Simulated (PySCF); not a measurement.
**Broadened absorption spectrum of C9H6N2**

Compound: C9H6N2.
InChI=1S/C9H6N2/c1-7-4-8(5-10)2-3-9(7)6-11/h2-4H,1H3

Method: PySCF 2.14.0, density-fitted response routines, TDDFT CAM-B3LYP/def2-SVPD, vertical, gas phase, core orbitals frozen in the response. Isolated species at its PBE0-D3(BJ)/def2-SVP geometry, gas phase.

Computed states:

| state | E (eV) | f |
| --- | --- | --- |
| S1 | 4.85 | 0.057 |
| S2 | 5.21 | 0.379 |
| S3 | 6.30 | 0.0000 |
| S4 | 6.41 | 0.0001 |
| S5 | 6.44 | 0.436 |
| S6 | 6.72 | 0.580 |

Each state is given a Gaussian of 0.4 eV full width at half maximum, with ε(max) = 2.175×10⁸ f / Δν̃ (Δν̃ the width in cm⁻¹). The width is an assumption, not a result. The curve ends short of the highest state used, and states not computed would add to its high-energy end.

(1) Give the broadened spectrum and its maxima.

(2) On this curve, what absorbance would a 10⁻³ mol/L sample give at 248 nm over a 1 cm path?

(3) Coming from long wavelengths, where does ε first pass 100 L mol⁻¹ cm⁻¹?

Results:

(1) 
| λ (nm) | ε (L mol⁻¹ cm⁻¹) |
| --- | --- |
| 202.7 | 4809 |
| 204.3 | 2681 |
| 205.9 | 1399 |
| 207.5 | 685 |
| 209.1 | 318 |
| 210.8 | 139 |
| 212.4 | 79 |
| 214.0 | 85 |
| 215.6 | 158 |
| 217.2 | 328 |
| 218.9 | 680 |
| 220.5 | 1266 |
| 222.1 | 2208 |
| 223.7 | 3613 |
| 225.3 | 5564 |
| 227.0 | 8256 |
| 228.6 | 11296 |
| 230.2 | 14648 |
| 231.8 | 18043 |
| 233.4 | 21157 |
| 235.1 | 23803 |
| 236.7 | 25402 |
| 238.3 | 25996 |
| 239.9 | 25582 |
| 241.5 | 24281 |
| 243.2 | 22170 |
| 244.8 | 19771 |
| 246.4 | 17232 |
| 248.0 | 14764 |
| 249.6 | 12513 |
| 251.3 | 10444 |
| 252.9 | 8819 |
| 254.5 | 7480 |
| 256.1 | 6377 |
| 257.8 | 5404 |
| 259.4 | 4625 |
| 261.0 | 3942 |
| 262.6 | 3332 |
| 264.2 | 2782 |
| 265.9 | 2259 |
| 267.5 | 1824 |
| 269.1 | 1447 |
| 270.7 | 1125 |
| 272.3 | 858 |
| 274.0 | 630 |
| 275.6 | 462 |
| 277.2 | 332 |
| 278.8 | 234 |
| 280.4 | 163 |
| 282.1 | 108 |
| 283.7 | 72 |
| 285.3 | 48 |
| 286.9 | 31 |
| 288.5 | 20 |
| 290.2 | 12 |
| 291.8 | 7 |

Maxima: 238 nm (5.20 eV), ε about 26000, made up of S2 (98%) (ε in L mol⁻¹ cm⁻¹; maxima over ε = 5, shares over 10%). At its high-energy end, 6.12 eV, the curve is still rising (ε about 5000, from S5).

(2) 248 nm is 4.999 eV, where ε is about 15000 L mol⁻¹ cm⁻¹, so A = ε c l ≈ 15 (Beer–Lambert, with the gas-phase spectrum and the assumed width).

(3) At about 282 nm (4.39 eV), 0.46 eV below S1.

Rough CPU time on one thread of a shared machine: about 3 min.
